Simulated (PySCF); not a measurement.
Computed IR spectrum (relative IR intensity) of a molecule CH₁₀O₂Si₃. Coordinates come from a PBE-D3(BJ)/def2-SVP optimisation. The values are those of a single conformer. Computed with PBE-D3(BJ)/def2-SVP (PySCF). Frequencies are harmonic and unscaled.

Lines under 2 % of the strongest are left out, and lines within 2 cm⁻¹ are merged.

ν (cm⁻¹): 260 (w), 307 (m), 341 (vw), 351 (m), 508 (w), 658 (vw), 705 (w), 720 (vw), 733 (vw), 780 (s), 803 (s), 854 (m), 865 (m), 879 (m), 894 (w), 905 (s), 911 (w), 923 (m), 1010 (vs), 1222 (w), 2135 (m), 2140 (w), 2149 (m), 2159 (m), 2181 (m), 2205 (m), 3756 (w) (against the strongest line: vs over 80 %, s over 45 %, m over 15 %, w over 4 %, vw less)

**Question.** Which structure fits?
A. CO[Si@H]([SiH3])[SiH2]O
B. C[Si@H](O)O[SiH2][SiH3]
C. O[SiH2][C@H](O)[SiH2][SiH3]
D. O[SiH2]O[SiH2]C[SiH3]

**Answer.** B, C[Si@H](O)O[SiH2][SiH3]
